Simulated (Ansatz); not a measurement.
Start from `BO[SiH2]C#C` and change one atom or group to get `C#C[SiH2]C#N`.

Ansatz, PBE0-D4/def2-TZVP geometries, multiplicity 1. Each molecule was computed in one conformer, which needn't be the lowest.

```
                                      property  `BO[SiH2]C#C`
             HOMO energy (PBE/def2-TZVPP) / eV          -7.04
             LUMO energy (PBE/def2-TZVPP) / eV          -1.78
           HOMO–LUMO gap (PBE/def2-TZVPP) / eV           5.26
         HOMO–LUMO gap (B3LYP/def2-TZVPP) / eV           7.23
           LUMO energy (B3LYP/def2-TZVPP) / eV          -1.01
size of the dipole moment (PBE/def2-TZVPP) / D           1.36
```

Task: Give the same properties after the change, and the shifts. (An estimate is asked.)

Result: Ansatz gave: 
| property | `C#C[SiH2]C#N` | shift |
| --- | --- | --- |
| HOMO energy (PBE/def2-TZVPP) / eV | -7.69 | -0.65 |
| LUMO energy (PBE/def2-TZVPP) / eV | -1.98 | -0.20 |
| HOMO–LUMO gap (PBE/def2-TZVPP) / eV | 5.71 | 0.45 |
| HOMO–LUMO gap (B3LYP/def2-TZVPP) / eV | 7.44 | 0.21 |
| LUMO energy (B3LYP/def2-TZVPP) / eV | -1.22 | -0.21 |
| size of the dipole moment (PBE/def2-TZVPP) / D | 3.68 | 2.32 |

With PBE0 the HOMO falls by 0.46 eV and the LUMO falls by 0.25 eV, so the gap widens by about 0.21 eV. PBE moves the HOMO by -0.65 eV and ωB97M-V by -0.43 eV. The zero-point energy changes by -46.5 kJ/mol with -6 modes. Dipoles are sizes alone; their direction can turn.

B3LYP here is the variant with VWN-RPA as its local correlation; programs differ in this.
